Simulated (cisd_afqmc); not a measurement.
Input (AFQMC/UCISD/cc-pVDZ; cisd_afqmc is a phaseless AFQMC code with CISD trial states that reads the integrals written by Ansatz):

Ansatz 0.2 input:
```python
import cisd_afqmc

open("ham.yaml", "w").write("""\
crystal:
  periodic: [false, false, false]
  atoms:
    - {symbol: O, position_ang: [-1.36687604, 0.55831406, -0.03290379]}
    - {symbol: Se, position_ang: [0.00828182, -0.28161326, 0.00618097]}
    - {symbol: O, position_ang: [1.33167830, 0.63854228, 0.00663467]}
basis:
  gaussian:
    orbitals: cc-pVDZ
correlation: {method: ccsd, electrons: outside_noble_gas, hamiltonian_folder: ham}
magnetization: {spin_polarized: true, initial_magnetization: 0}
scf: {lower_state_search: full}
""")
rep = cisd_afqmc.ansatz("ham.yaml")
e_ccsd = rep["correlation"]["coupled_cluster"]["energy"]["hartree"]
out = cisd_afqmc.run("ham", e_ccsd, trial="CISD", walkers=200, populations=8, threads=8, dt=0.005, steps=40, early=24, settle=10, least=32,
    cut=5e-5, rank_cut=2e-4, target=0.0004, seconds=1500, seed=1, memory=17280, gpu=False)
```

Output:

```
WARN ansatz::render: the results are in doubt because among natural orbitals full CI differs from the method by -0.251 eV
orbitals 39, occupied [9, 9], factors 212 of 585, rank of the doubles 304 of 540
E(HF) = -2549.431526
E(CCSD) on the cut factors = -2549.926733, shift to the whole factors -0.000004
Energy of the trial state on the determinant = -2549.926728
  tau behind 7.2 of longer steps, mean of the populations' last blocks
   2.0  -2549.94816
   4.0  -2549.95193
   6.0  -2549.95370
   8.0  -2549.95483
  10.0  -2549.95523
  12.0  -2549.95598
  14.0  -2549.95406
  16.0  -2549.95538
  18.0  -2549.95621
  20.0  -2549.95482
  22.0  -2549.95429
  24.0  -2549.95525
  26.0  -2549.95637
  28.0  -2549.95660
  30.0  -2549.95532
  32.0  -2549.95490
  34.0  -2549.95653
  36.0  -2549.95648
  38.0  -2549.96277
  40.0  -2549.95947
  42.0  -2549.95889
  44.0  -2549.95804
  46.0  -2549.95503
  48.0  -2549.95609
  50.0  -2549.95471
  52.0  -2549.95749
  54.0  -2549.95420
  56.0  -2549.95497
  58.0  -2549.95596
  60.0  -2549.95266
  62.0  -2549.96001
  64.0  -2549.95988
blocks 2587 (0 outliers left out), error by blocks joined: 1: 0.00021, 2: 0.00026, 4: 0.00031, 8: 0.00036, 16: 0.00040
E(AFQMC/CISD) = -2549.95611 +/- 0.00040
```

The determinant is spin-contaminated: <S^2> is 0.78, 0.78 over the pure value.

The two halves of the walk average -2549.95509 and -2549.95712 Eh, farther apart than the printed bar allows, so the bar may be too narrow.

The run carries these doubts: large difference, spin mixed.
